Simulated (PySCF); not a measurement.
PySCF input file for O2Si, SMILES O=[Si]=O, ADC(2)/aug-cc-pVDZ. Geometry optimised at ωB97X-D3(BJ)/def2-TZVP.

```python
import numpy as np
from pyscf import gto, scf, dft, adc

mol = gto.M(
    atom='''
    O     0.00000000    0.00000000    1.50501626
    Si    0.00000000    0.00000000    0.00000000
    O     0.00000000    0.00000000   -1.50501626
    ''',
    basis='aug-cc-pVDZ',
    charge=0,
    spin=0,
    max_memory=1600,
    verbose=4,
)
mf = scf.RHF(mol)
mf.conv_tol = 1e-10
mf.max_cycle = 100
mf.kernel()
res = {}
for kind, nroots in (('ee', 6), ('ip', 6), ('ea', 2)):
    a = adc.ADC(mf).density_fit('aug-cc-pvdz-ri')
    a.method, a.method_type = 'adc(2)', kind
    e, v, p, x = a.kernel(nroots=nroots)
    res[kind] = (e * 27.211386245988, p)
for kind, (e, p) in res.items():
    print(kind, 'energies / eV', np.round(e, 3), 'strengths', np.round(p, 4))
```

Program output:

```
PySCF version 2.14.0

[INPUT] verbose = 4
[INPUT] num. atoms = 3
[INPUT] num. electrons = 30
[INPUT] charge = 0
[INPUT] spin (= nelec alpha-beta = 2S) = 0
[INPUT] symmetry False subgroup None
[INPUT] Mole.unit = angstrom
[INPUT] Symbol           X                Y                Z      unit          X                Y                Z       unit  Magmom
[INPUT]  1 O      0.000000000000   0.000000000000   1.505016260000 AA    0.000000000000   0.000000000000   2.844068544417 Bohr   0.0
[INPUT]  2 Si     0.000000000000   0.000000000000   0.000000000000 AA    0.000000000000   0.000000000000   0.000000000000 Bohr   0.0
[INPUT]  3 O      0.000000000000   0.000000000000  -1.505016260000 AA    0.000000000000   0.000000000000  -2.844068544417 Bohr   0.0

nuclear repulsion = 90.0118952837892
number of shells = 24
number of NR pGTOs = 120
number of NR cGTOs = 73
basis = aug-cc-pVDZ
ecp = {}


[settings echo left out]
init E= -438.722559506061
  HOMO = -0.499567558382044  LUMO = -0.119482522614811  gap/eV = 10.34264
cycle= 1 E= -438.493654040146  delta_E= 0.229  |g|= 0.84  |ddm|=  2.1
  HOMO = -0.426255849695113  LUMO = -0.0201229946335633  gap/eV = 11.05144
cycle= 2 E= -438.543945800743  delta_E= -0.0503  |g|= 0.739  |ddm|= 1.16
  HOMO = -0.523865593331325  LUMO = -0.0197803729950046  gap/eV = 13.71686
cycle= 3 E= -438.651520553787  delta_E= -0.108  |g|= 0.0428  |ddm|= 0.473
  HOMO = -0.511583967412531  LUMO = -0.010190008129038  gap/eV = 13.64362
cycle= 4 E= -438.652273979329  delta_E= -0.000753  |g|= 0.0134  |ddm|= 0.0842
  HOMO = -0.511111787471404  LUMO = -0.0104296966785968  gap/eV = 13.62425
cycle= 5 E= -438.652438390435  delta_E= -0.000164  |g|= 0.0048  |ddm|= 0.028
  HOMO = -0.510632066238877  LUMO = -0.0109402848344264  gap/eV = 13.59731
cycle= 6 E= -438.652463569529  delta_E= -2.52e-05  |g|= 0.000811  |ddm|= 0.0173
  HOMO = -0.51066612064532  LUMO = -0.0109639191141815  gap/eV = 13.59759
cycle= 7 E= -438.652464016367  delta_E= -4.47e-07  |g|= 0.000166  |ddm|= 0.00423
  HOMO = -0.510648187897285  LUMO = -0.0109564486673945  gap/eV = 13.59730
cycle= 8 E= -438.652464023728  delta_E= -7.36e-09  |g|= 1.54e-05  |ddm|= 0.000426
  HOMO = -0.51064845529041  LUMO = -0.0109580327786056  gap/eV = 13.59727
cycle= 9 E= -438.652464023823  delta_E= -9.49e-11  |g|= 1.45e-06  |ddm|= 3.65e-05
  HOMO = -0.510648668465406  LUMO = -0.0109581910267971  gap/eV = 13.59727
Extra cycle  E= -438.652464023826  delta_E= -2.73e-12  |g|= 5.4e-07  |ddm|= 4.92e-06
converged SCF energy = -438.652464023826

******** <class 'pyscf.adc.radc.RADC'> ********
******** ADC Orbital Information ********
Number of Frozen Occupied Orbitals: 0
Number of Frozen Virtual Orbitals: 0
Number of Active Occupied Orbitals: 15
Number of Active Virtual Orbitals: 58
*****************************************
******** <class 'pyscf.df.df.DF'> ********
auxbasis = aug-cc-pvdz-ri
Reference correlation energy (doubles): -0.51383884
MP2 correlation energy of reference state (a.u.) = -0.51383884

******** <class 'pyscf.adc.radc_ee.RADCEE'> ********
max_space = 12
max_cycle = 50
conv_tol = 1e-08

*************************************************************
        ADC calculation summary (singlet states only)
*************************************************************
adc(2) root 0  |  Energy (Eh) =   0.1585193869  |  Energy (eV) =   4.31353223  |  Osc. strength = 0.00000000  |  conv = True
adc(2) root 1  |  Energy (Eh) =   0.1585193870  |  Energy (eV) =   4.31353223  |  Osc. strength = 0.00000000  |  conv = True
adc(2) root 2  |  Energy (Eh) =   0.2209520442  |  Energy (eV) =   6.01241137  |  Osc. strength = 0.11410575  |  conv = True
adc(2) root 3  |  Energy (Eh) =   0.2209520442  |  Energy (eV) =   6.01241137  |  Osc. strength = 0.11410575  |  conv = True
adc(2) root 4  |  Energy (Eh) =   0.2262880874  |  Energy (eV) =   6.15761250  |  Osc. strength = 0.11134184  |  conv = True
adc(2) root 5  |  Energy (Eh) =   0.2642726464  |  Energy (eV) =   7.19122500  |  Osc. strength = 0.00000000  |  conv = True

******** <class 'pyscf.adc.radc.RADC'> ********
******** ADC Orbital Information ********
Number of Frozen Occupied Orbitals: 0
Number of Frozen Virtual Orbitals: 0
Number of Active Occupied Orbitals: 15
Number of Active Virtual Orbitals: 58
*****************************************
******** <class 'pyscf.df.df.DF'> ********
auxbasis = aug-cc-pvdz-ri
Reference correlation energy (doubles): -0.51383884
MP2 correlation energy of reference state (a.u.) = -0.51383884

******** <class 'pyscf.adc.radc_ip.RADCIP'> ********
max_space = 12
max_cycle = 50
conv_tol = 1e-08

*************************************************************
        ADC calculation summary (doublet states only)
*************************************************************
adc(2) root 0  |  Energy (Eh) =   0.4084012217  |  Energy (eV) =  11.11316330  |  Spec. factor = 1.67217542  |  conv = True
adc(2) root 1  |  Energy (Eh) =   0.4084012217  |  Energy (eV) =  11.11316330  |  Spec. factor = 1.67217542  |  conv = True
adc(2) root 2  |  Energy (Eh) =   0.4569305266  |  Energy (eV) =  12.43371294  |  Spec. factor = 1.66312083  |  conv = True
adc(2) root 3  |  Energy (Eh) =   0.4575370713  |  Energy (eV) =  12.45021787  |  Spec. factor = 1.69043956  |  conv = True
adc(2) root 4  |  Energy (Eh) =   0.4575370713  |  Energy (eV) =  12.45021787  |  Spec. factor = 1.69043956  |  conv = True
adc(2) root 5  |  Energy (Eh) =   0.5323718656  |  Energy (eV) =  14.48657634  |  Spec. factor = 1.66145123  |  conv = True

******** <class 'pyscf.adc.radc.RADC'> ********
******** ADC Orbital Information ********
Number of Frozen Occupied Orbitals: 0
Number of Frozen Virtual Orbitals: 0
Number of Active Occupied Orbitals: 15
Number of Active Virtual Orbitals: 58
*****************************************
******** <class 'pyscf.df.df.DF'> ********
auxbasis = aug-cc-pvdz-ri
Reference correlation energy (doubles): -0.51383884
MP2 correlation energy of reference state (a.u.) = -0.51383884

******** <class 'pyscf.adc.radc_ea.RADCEA'> ********
max_space = 12
max_cycle = 50
conv_tol = 1e-08

*************************************************************
        ADC calculation summary (doublet states only)
*************************************************************
adc(2) root 0  |  Energy (Eh) =  -0.0405301531  |  Energy (eV) =  -1.10288164  |  Spec. factor = 1.90122237  |  conv = True
adc(2) root 1  |  Energy (Eh) =   0.0377957118  |  Energy (eV) =   1.02847370  |  Spec. factor = 1.95867601  |  conv = True
ee energies / eV [4.314 4.314 6.012 6.012 6.158 7.191] strengths [0.     0.     0.1141 0.1141 0.1113 0.    ]
ip energies / eV [11.113 11.113 12.434 12.45  12.45  14.487] strengths [1.6722 1.6722 1.6631 1.6904 1.6904 1.6615]
ea energies / eV [-1.103  1.028] strengths [1.9012 1.9587]
```

The calculation finished and met its thresholds.
